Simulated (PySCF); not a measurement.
Compound: 5-phenyl-1-pentyne, C₁₁H₁₂.
SMILES with atom numbers: `[CH:1]#[C:2][CH2:3][CH2:4][CH2:5][c:6]1[cH:7][cH:8][cH:9][cH:10][cH:11]1` (hydrogens: H12 on C1; H13, H14 on C3; H15, H16 on C4; H17, H18 on C5; H19 on C7; H20 on C8; H21 on C9; H22 on C10; H23 on C11)

A GFN2-xTB structure was refined with PySCF, PBE0-D3(BJ)/def2-SVP geometry optimisation, gas phase. Its GFN2-xTB values:

```json
{"coordinate": "C1≡C2", "GFN2-xTB": "1.197 Å"}
{"coordinate": "C1–H12", "GFN2-xTB": "1.049 Å"}
{"coordinate": "C2–C3", "GFN2-xTB": "1.448 Å"}
{"coordinate": "C3–C4", "GFN2-xTB": "1.533 Å"}
{"coordinate": "C3–H13", "GFN2-xTB": "1.094 Å"}
{"coordinate": "C4–C5", "GFN2-xTB": "1.534 Å"}
{"coordinate": "C4–H15", "GFN2-xTB": "1.092 Å"}
{"coordinate": "C5–C6", "GFN2-xTB": "1.502 Å"}
{"coordinate": "C5–H17", "GFN2-xTB": "1.093 Å"}
{"coordinate": "C6–C7", "GFN2-xTB": "1.390 Å"}
{"coordinate": "C7–C8", "GFN2-xTB": "1.383 Å"}
{"coordinate": "C7–H19", "GFN2-xTB": "1.081 Å"}
{"coordinate": "C8–C9", "GFN2-xTB": "1.385 Å"}
{"coordinate": "C8–H20", "GFN2-xTB": "1.080 Å"}
{"coordinate": "C9–H21", "GFN2-xTB": "1.080 Å"}
{"coordinate": "C1–C2–C3", "GFN2-xTB": "178.7°"}
{"coordinate": "C2–C3–C4", "GFN2-xTB": "111.6°"}
{"coordinate": "C3–C4–C5", "GFN2-xTB": "112.1°"}
{"coordinate": "C4–C5–C6", "GFN2-xTB": "111.3°"}
{"coordinate": "C5–C6–C7", "GFN2-xTB": "120.5°"}
{"coordinate": "C6–C7–C8", "GFN2-xTB": "120.7°"}
{"coordinate": "C7–C6–C11", "GFN2-xTB": "118.7°"}
{"coordinate": "C8–C9–C10", "GFN2-xTB": "119.7°"}
{"coordinate": "C2–C3–C4–C5", "GFN2-xTB": "-64°"}
{"coordinate": "C3–C4–C5–C6", "GFN2-xTB": "-63°"}
{"coordinate": "C4–C5–C6–C7", "GFN2-xTB": "-79°"}
```

Q: How do these coordinates change at the PBE0-D3(BJ)/def2-SVP level?

A: 
| coordinate | PBE0-D3(BJ)/def2-SVP (Å or °) | change |
| --- | --- | --- |
| C1–H12 | 1.074 | +0.025 |
| C1≡C2 | 1.212 | +0.015 |
| C7–H19 | 1.094 | +0.013 |
| C9–H21 | 1.093 | +0.013 |
| C8–H20 | 1.093 | +0.013 |
| C6–C7 | 1.401 | +0.011 |
| C8–C9 | 1.395 | +0.010 |
| C3–H13 | 1.104 | +0.010 |
| C7–C8 | 1.393 | +0.010 |
| C4–H15 | 1.102 | +0.010 |
| C2–C3 | 1.458 | +0.010 |
| C5–H17 | 1.102 | +0.009 |
| C4–C5 | 1.530 | -0.004 |
| C5–C6 | 1.505 | +0.003 |
| C3–C4 | 1.532 | -0.001 |
| C2–C3–C4 | 113.6 | +2.0 |
| C4–C5–C6 | 113.2 | +1.9 |
| C3–C4–C5 | 113.9 | +1.8 |
| C7–C6–C11 | 118.3 | -0.4 |
| C6–C7–C8 | 121.0 | +0.3 |
| C5–C6–C7 | 120.7 | +0.2 |
| C8–C9–C10 | 119.5 | -0.2 |
| C1–C2–C3 | 178.7 | 0.0 |
| C2–C3–C4–C5 | -60 | +4 |
| C4–C5–C6–C7 | -81 | -2 |
| C3–C4–C5–C6 | -61 | +2 |

The energy falls by 8.5 kJ/mol over 7 energy and gradient evaluations, the largest force component goes from 0.0178 to 1.6e-04 Eh/bohr, and the atoms move by 0.098 Å rms after alignment. The bond that changes most is C1–H12 (terminal alkyne carbon to alkyne hydrogen), which lengthens by 0.025 Å. Bonds longer at the end by more than 0.005 Å: 20 of 23; shorter: 0. Rotational constants go from 2246, 685.7, 589.5 to 2142, 690.3, 584.8 MHz.

The run used 214 basis functions and 51 SCF cycles in all. Cost: about 7 min of CPU time on one thread; the machine was shared, so the figure is rough.

Not checked by PBE0-D3(BJ)/def2-SVP frequencies. The numbers are those of one conformer.

Conformer computed: `[CH:1]#[C:2][CH2:3][CH2:4][CH2:5][c:6]1[cH:7][cH:8][cH:9][cH:10][cH:11]1`: C2–C3–C4–C5 -60°, C3–C4–C5–C6 -61°, C4–C5–C6–C7 -81°.
